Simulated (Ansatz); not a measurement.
One change: `C[SiH](N)[SiH2]N` becomes `N[SiH2][SiH](N)O`.

Ansatz, PBE0-D4/def2-TZVP geometries, multiplicity 1. Each molecule was computed in one conformer, which needn't be the lowest.

```json
{"property": "HOMO energy (B3LYP/def2-TZVPP) / eV", "`C[SiH](N)[SiH2]N`": "-6.85"}
{"property": "size of the dipole moment (B3LYP/def2-TZVPP) / D", "`C[SiH](N)[SiH2]N`": "1.47"}
{"property": "size of the dipole moment (PBE/def2-TZVPP) / D", "`C[SiH](N)[SiH2]N`": "1.58"}
{"property": "LUMO energy (PBE/def2-TZVPP) / eV", "`C[SiH](N)[SiH2]N`": "-0.90"}
{"property": "HOMO–LUMO gap (PBE0/def2-TZVPP) / eV", "`C[SiH](N)[SiH2]N`": "6.97"}
{"property": "LUMO energy (ωB97M-V/def2-TZVPP) / eV", "`C[SiH](N)[SiH2]N`": "1.51"}
```

Task: Give the same properties after the change, and the shifts. (Estimate.)

Result: The calculation gave: 
```json
{"property": "HOMO energy (B3LYP/def2-TZVPP) / eV", "`N[SiH2][SiH](N)O`": "-6.93", "shift": "-0.08"}
{"property": "size of the dipole moment (B3LYP/def2-TZVPP) / D", "`N[SiH2][SiH](N)O`": "2.92", "shift": "1.45"}
{"property": "size of the dipole moment (PBE/def2-TZVPP) / D", "`N[SiH2][SiH](N)O`": "2.96", "shift": "1.38"}
{"property": "LUMO energy (PBE/def2-TZVPP) / eV", "`N[SiH2][SiH](N)O`": "-1.10", "shift": "-0.20"}
{"property": "HOMO–LUMO gap (PBE0/def2-TZVPP) / eV", "`N[SiH2][SiH](N)O`": "6.84", "shift": "-0.13"}
{"property": "LUMO energy (ωB97M-V/def2-TZVPP) / eV", "`N[SiH2][SiH](N)O`": "1.29", "shift": "-0.22"}
```

With PBE0 the HOMO falls by 0.08 eV and the LUMO falls by 0.21 eV, so the gap narrows by about 0.13 eV. PBE moves the HOMO by -0.10 eV and ωB97M-V by -0.02 eV. Dipoles are sizes alone; their direction can turn.

B3LYP here is the variant with VWN-RPA as its local correlation; programs differ in this.
